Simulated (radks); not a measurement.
Q: Mn4+, configuration [Ne] 3s2 3p5 3d3 4p1 (not the ground configuration). Method: non-relativistic Kohn-Sham, TASK exchange with Perdew-Wang LDA correlation, spin-polarised, spherical densities, point nucleus; open shells are filled with parallel spins first; meta-GGA in the generalised Kohn-Sham scheme; computed with a radial shooting solver on a logarithmic mesh with Libxc functionals. Some entries of the table are withheld. Estimate them.

orbital  occ.  eigenvalue (hartree)  <1/r> (bohr^-1)  <r^2> (bohr^2)
1s up       1             -237.9082            24.49        0.005105
1s down     1             -237.8792            24.49        0.005104
2s up       1             -30.10166            5.228         0.09448
2s down     1             -29.96167            5.246         0.09372
2p up       3             -26.18460            5.168         0.07595
2p down     3             -26.06478            5.183         0.07523
3s up       1              -5.83219            1.708          0.7872
3s down     1              -5.52132            1.680          0.8041
3p up       3                   (1)            1.606          0.8466
3p down     2                   (2)            1.578          0.8671
3d up       3              -2.71899            1.381          0.9888
4p up       1              -1.39418           0.5715           6.048

A: 
(1) 3p up eigenvalue (hartree): -4.65479
(2) 3p down eigenvalue (hartree): -4.33868
